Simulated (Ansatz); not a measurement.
The cluster Ag₃Cl₄⁻. Total charge -1; singlet. Geometry PBE-D4/def2-SVPD, basis def2-TZVPD, Ansatz.

```xyz
7

Ag    0.2486   -0.4501    1.6081
Ag   -1.3915    0.8560   -0.4256
Ag    1.0159   -0.6024   -1.2062
Cl   -0.8353    0.1083   -2.7712
Cl    1.9134   -2.0791    0.6362
Cl   -2.1127    0.3758    1.9454
Cl    1.1615    1.7914    0.2133
```

| run | HOMO (eV) | LUMO (eV) |
| --- | --- | --- |
| A | -4.57 | 2.27 |
| B | -2.98 | 1.25 |
| C | -3.38 | 1.60 |
| D | -2.33 | 1.05 |
| E | -3.57 | 1.76 |
| F | -2.11 | 0.78 |

In the def2 sets Ag takes a core potential; there is no spin–orbit coupling. HSE06 is defined as in plane-wave codes, on full-range PBE exchange. No other spin state of charge -1 was run. Another isomer (singlet) lies 0.18 eV lower at PBE0-D4/def2-TZVPD; other spin states weren't run for this one.

Problem. The runs used BHLYP, HSE06, PBE, PBE0, r2SCAN, r2SCAN0. Estimate which is which.

Solution. A BHLYP (50 % exact exchange); B HSE06 (range-separated); C PBE0 (25 % exact exchange); D r2SCAN (0 % exact exchange); E r2SCAN0 (25 % exact exchange); F PBE (0 % exact exchange). Exact exchange lowers occupied and raises empty levels; among semilocal functionals meta-GGAs tend to open the gap a little, and such runs are hard to tell apart. The gap grows from 2.89 eV (PBE) to 6.85 eV (BHLYP).
